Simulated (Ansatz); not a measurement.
System: H3GeO2, charge 0, doublet. H3GeO2 (SMILES [OH][GeH][OH], doublet).
B3LYP-D3(BJ)/def2-TZVP minimum from Ansatz (a quantum-chemistry and plane-wave program):
```
Ge
O 1 1.7866
H 2 0.9646 1 112.06
O 1 1.8041 2 102.44 3 35.07
H 4 0.9633 1 113.94 2 -170.88
H 1 1.5739 2 103.99 3 150.60
```
Charge 0, spin multiplicity 2.

Total energies in cc-pVDZ, 19 correlated electrons, 16 frozen orbitals. Open shells are spin-unrestricted; no spin-orbit coupling. Cores are frozen in correlated methods (noble-gas shells, and filled d and f shells in the p block). No relativity.

```
method    program  energy (Eh)  minus CCSDT(Q) (mEh)
--------  -------  -----------  --------------------
HF         Ansatz  -2226.81921                494.61
MP2        Ansatz  -2227.28086                 32.97
CCSD       Ansatz  -2227.30035                 13.47
CCSD(T)    Ansatz  -2227.31145                  2.37
CCSDT(Q)   Ansatz  -2227.31382                  0.00
```

Rough core times of Ansatz's runs on a shared machine: CCSD(T) under 20 s, CCSDT(Q) 10 min.
